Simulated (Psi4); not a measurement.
C₆H₁₁O, doublet, at a GFN2-xTB geometry. Base run: Psi4 1.11 with PBE0/6-31G.

Geometry (Å):
```xyz
18

C      2.2059    -0.4403    -0.4574
C      1.0920     0.4127    -0.3358
O      0.7441     1.1836    -1.2366
C      0.3388     0.3859     0.9852
C     -1.0540    -0.2493     0.7948
C     -1.9320     0.6315    -0.0838
C     -0.9413    -1.6582     0.2157
H      2.8481    -0.3467    -1.3163
H      2.5307    -1.0653     0.3539
H      0.2091     1.4136     1.3287
H      0.9002    -0.1720     1.7341
H     -1.5076    -0.3194     1.7916
H     -2.8700     0.1317    -0.3141
H     -2.1506     1.5748     0.4116
H     -1.4183     0.8524    -1.0194
H     -0.5638    -1.6227    -0.8036
H     -0.2693    -2.2709     0.8131
H     -1.9177    -2.1373     0.2014
```
Charge 0, spin multiplicity 2.
Orbitals are unrestricted.
All else is at Psi4's defaults (density fitting; Cartesian or spherical functions as each basis is defined).

Variants of this job, named by their change:

```csv
change,basis functions,E (Eh),dipole (D),core-seconds (rough),outcome
base,85,-309.97476,2.87,60,converged
basis = STO-3G,46,-306.22245,1.66,30,converged
basis = def2-SV(P),…,…,…,90,converged
basis = pcseg-1,153,-309.99784,2.84,50,converged
basis = 6-31+G*,…,…,…,70,converged
basis = def2-SVPD,231,-,-,-,cut at the time limit
basis = 6-311++G**,231,-310.14303,2.95,200,converged
basis = aug-pcseg-1,260,-310.01348,2.87,100,converged
basis = def2-TZVP,283,-310.17356,2.83,200,converged
```

Task: Fill in the missing entries.

Result: 
- basis = def2-SV(P), basis functions: 120
- basis = def2-SV(P), E (Eh): -309.80856
- basis = def2-SV(P), dipole (D): 2.66
- basis = 6-31+G*, basis functions: 155
- basis = 6-31+G*, E (Eh): -310.06884
- basis = 6-31+G*, dipole (D): 2.96

Totals compare only among sets that treat the same electrons; sets with core potentials leave the core out.

Open shells are given as the SCF converged; they aren't shown to be the lowest states, and a large step between rows can be another state.
